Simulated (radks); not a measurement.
Results of a calculation; reference values are marked as such.
The arsenic ion As9+, configuration [Ar] 3d6.

Level of theory: non-relativistic Kohn-Sham, LB94 model potential, spin-polarised, spherical densities, point nucleus; open shells are filled with parallel spins first (a radial shooting solver on a logarithmic mesh with Libxc functionals).

Energy parts (hartree):
part                   energy
kinetic            2209.76755
electron-nucleus  -5093.23080
Hartree             754.99059
(The LB94 potential has no energy functional, so no total or exchange-correlation energy is given.)

Orbitals (lengths in bohr, moments of r in powers of bohr):
orbital  occ.  eigenvalue (hartree)      <r>     <r^2>       <r^4>  <1/r>
1s up       1             -435.4962  0.04630  0.002869  0.00002089  32.54
1s down     1             -435.5006  0.04630  0.002869  0.00002089  32.54
2s up       1             -62.38687   0.2060   0.04989    0.004267  7.173
2s down     1             -62.40578   0.2057   0.04975    0.004237  7.180
2p up       3             -56.80923   0.1780   0.03870    0.002979  7.164
2p down     3             -56.83183   0.1778   0.03859    0.002957  7.168
3s up       1             -14.61638   0.5835    0.3893      0.2335  2.432
3s down     1             -14.38245   0.5860    0.3928      0.2383  2.419
3p up       3             -12.70976   0.5838    0.3959      0.2535  2.347
3p down     3             -12.47875   0.5868    0.4003      0.2602  2.335
3d up       5              -9.38067   0.5685    0.3878      0.2849  2.171
3d down     1              -9.17151   0.5717    0.3933      0.2955  2.166

The highest occupied level is 3d down at -249.57 eV. Spin moment in Bohr magnetons: 4.
